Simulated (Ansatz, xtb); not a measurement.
## A ladder of methods for CHBrCl2 (bromodichloromethane)

CHBrCl2: 5 atoms, total charge 0, spin state singlet. SMILES: `ClC(Cl)Br`. The coordinates come from a PBE0-D4/def2-TZVP relaxation.

Quantity: the atomisation enthalpy at 298 K, in kJ/mol. The values are calculated. The thermal term (zero-point and 298 K enthalpy, harmonic and unscaled) is that of PBE0-D4/def2-TZVP; the spin-orbit lowering of the free atoms at 298 K, 21.6 kJ/mol by their spectra, is taken off.

Measured value to compare with: Active Thermochemical Tables gives the atomisation enthalpy at 298 K of the gas as 1341 kJ/mol.

```
                                 level                    kind  program  value (kJ/mol)  computed − measured  CPU time (all runs)
                              GFN1-xTB          semi-empirical      xtb            1854                 +513            under 2 s
       HF/6-31G* (spherical functions)            Hartree–Fock   Ansatz             806                 -535                3.8 s
     BLYP/6-31G* (spherical functions)                     GGA   Ansatz            1279                  -62                 12 s
  r2SCAN0/6-31G* (spherical functions)         hybrid meta-GGA   Ansatz            1288                  -53                 26 s
CAM-B3LYP/6-31G* (spherical functions)  range-separated hybrid   Ansatz            1281                  -60                 13 s
 PBE-QIDH/6-31G* (spherical functions)           double hybrid   Ansatz            1277                  -64                 16 s
 RPA@PBE0/6-31G* (spherical functions)                     RPA   Ansatz            1133                 -208                 18 s
      MP2/6-31G* (spherical functions)     perturbation theory   Ansatz            1223                 -118                4.7 s
     CCSD/6-31G* (spherical functions)   coupled cluster or CI   Ansatz            1148                 -193                 10 s
```

Nearest: r2SCAN0/6-31G* (spherical functions) (-53 kJ/mol); farthest: HF/6-31G* (spherical functions) (-535 kJ/mol). Computed less measured by kind, in kJ/mol (of the ab initio rows, those in 6-31G*): semi-empirical +513; Hartree–Fock -535; GGA -62; global hybrid -53; range-separated hybrid -60; double hybrid -64; RPA -208; perturbation theory -118; coupled cluster or CI -193. Wave-function methods converge slowly with the basis and bind too weakly in sets of this size; that is part of their error here. All-electron rows without a relativistic Hamiltonian named are non-relativistic. GFN1-xTB: no spin polarisation, so open shells miss the exchange term that lowers them. In the correlated wave-function rows the outer d shell of Br is correlated, in sets not made for it. In so small a basis fixed costs decide the times, and correlated methods can beat functionals. CPU times are rough (shared hosts, several kinds of processor and program).
